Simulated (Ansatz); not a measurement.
Input for Ansatz (a first-principles code): U-B2PLYP/def2-TZVPP on BI+, 2S+1 = 2, a spin state set in the input, which need not be the lowest, a point of a bond scan (R = 1.964 Å). Charge +1. Elements past Kr take the def2 small-core potentials; no spin–orbit coupling.

Ansatz 0.2 input:
```yaml
crystal:
  periodic: [false, false, false]
  atoms:
    - {symbol: B, position_ang: [0.00000000, 0.00000000, 0.00000000]}
    - {symbol: I, position_ang: [0.00000000, 0.00000000, 1.96434500]}
basis:
  gaussian:
    orbitals: def2-TZVPP
    pivot_positions_ang: [[0.00000000, 0.00000000, 0.00000000], [0.00000000, 0.00000000, 1.96434500]]
hamiltonian:
  xc: {name: B2PLYP}
total_charge: 1
magnetization: {spin_polarized: true, initial_magnetization: 1}
correlation: {electrons: valence}
output: {orbitals: {seedname: ./end}}
```

Output:

```
WARN ansatz: RAYON_NUM_THREADS=1 ignored (pool sized by the plan → 1); use --threads N
Functional definition: B2PLYP
integrals: 0.04 GiB planned
706 factors; integrals over basis functions are off by at most 3.8e-4 eV
mean field: 0.30 GiB planned
mean field evaluation 1: about -8754.8211 eV, gradient 1.4e1 eV
mean field evaluation 2: about -8754.8583 eV, gradient 1.4e1 eV
mean field evaluation 4: about -8755.9554 eV, gradient 4.0e0 eV
mean field evaluation 8: about -8756.0647 eV, gradient 1.6e-1 eV
mean field evaluation 16: about -8756.0660 eV, gradient 5.5e-4 eV
mean field -8756.06604304 eV, -321.7794920072 hartree, gradient 6.3e-6 eV, S^2 0.762579; 0 other end points of the search recorded, 0 dependent functions left out
5 core orbitals not correlated
reference -8756.06616151 eV, -321.7794963608 hartree; 10, 9 occupied and 66, 67 virtual orbitals, 706 factors
second order -17.41873964 eV of doubles, -0.00000000 eV of singles
Total energy: -8760.76922122 eV, -321.9523306171 hartree
```

Self-consistency was reached.

Cost: very roughly 1.8 core-seconds.
